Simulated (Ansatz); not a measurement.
Basis sets compared for (BeSe)4 ring (Be₄Se₄). Charge 0, multiplicity 1. Geometry PBE0-D4/def2-SVP. Ansatz on 4 threads of Arm Neoverse V2 on a shared host; times are rough, and most runs start from earlier orbitals.

```xyz
8

Be    1.7136   -0.5878   -0.5789
Be   -0.7551   -1.6549   -0.5551
Be   -1.7136    0.5878    0.5789
Be    0.7551    1.6549    0.5551
Se    1.0752   -2.4946   -0.3316
Se   -2.5367   -0.7086   -0.7428
Se   -0.7801    1.8463    1.8632
Se    2.2417    1.3569   -0.7888
```

Another isomer (singlet) lies 0.94 eV lower at PBE0-D4/def2-TZVP; other spin states weren't run for this one.

Binding counts from free atoms (Be singlet, Se triplet) in the same basis, without a counterpoise term.

| level | functions | energy (Eh) | HOMO (eV) | LUMO (eV) | binding per atom (eV) | wall time |
| --- | --- | --- | --- | --- | --- | --- |
| HF/STO-3G | 92 | -9552.5492 | -7.46 | 3.05 | 3.51 | 1.2 s |
| PBE-D4/def2-SVP | 164 | -9662.7814 | -6.38 | -3.18 | 3.45 | 2.5 s |
| PBE0-D4/def2-SVP | 164 | -9663.1140 | -7.45 | -2.57 | 3.39 | 3.9 s |

(1) Estimate the rows for HF/def2-TZVP, PBE-D4/def2-TZVP (with forces), PBE0-D4/def2-TZVP.

## Answers

(1) 
| level | functions | energy (Eh) | HOMO (eV) | LUMO (eV) | binding per atom (eV) | wall time |
| --- | --- | --- | --- | --- | --- | --- |
| HF/def2-TZVP | 268 | -9658.3172 | -9.75 | 0.50 | 2.44 | 10 s |
| PBE-D4/def2-TZVP (with forces) | 268 | -9664.0182 | -6.41 | -3.16 | 3.42 | 5.5 s |
| PBE0-D4/def2-TZVP | 268 | -9664.3529 | -7.46 | -2.51 | 3.37 | 10 s |
